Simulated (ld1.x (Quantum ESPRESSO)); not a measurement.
**Ranking TM potentials for F**

All share these settings but for the change named:

```json
{
 "Element": "fluorine",
 "Generator": "ld1.x (Quantum ESPRESSO) 7.5",
 "Type": "norm-conserving Troullier–Martins (Kleinman–Bylander form)",
 "Functional": "LDA (PZ)",
 "Relativity": "scalar-relativistic",
 "Frozen core": "[He]",
 "Valence charge": "7",
 "Reference configuration": "2s2 2p5",
 "Partial waves": "2p (bound): rc 0.95 bohr; 3d channel at 0.4 Ry: rc 0.90 bohr; 2s (bound): rc 0.85 bohr",
 "Local potential": "the s channel",
 "Core correction": "none"
}
```

Cutoff: the first of the cutoffs (Ry, on a coarse ladder) from which the occupation-weighted sum of valence levels, in a spherical-Bessel basis at the reference potential, stays within 10 and 1 mRy of its value at 400 Ry; the density cutoff is not measured.

The base gives 140 Ry.

Of 7 variants that were run, those that failed, showed a ghost or another fault, or gave nearly equal values are left out.

A variant can come out equal or close to the base.

Task: Rank these variants from softest to hardest (loose cutoff).
A. wave 2s (bound): rc 0.85 bohr becomes 2s (bound): rc 0.54 bohr
B. wave 2s (bound): rc 0.85 bohr becomes 2s (bound): rc 0.92 bohr
C. wave 2s (bound): rc 0.85 bohr becomes 2s (bound): rc 0.78 bohr

Result: B (140 Ry), C (160 Ry), A (230 Ry).
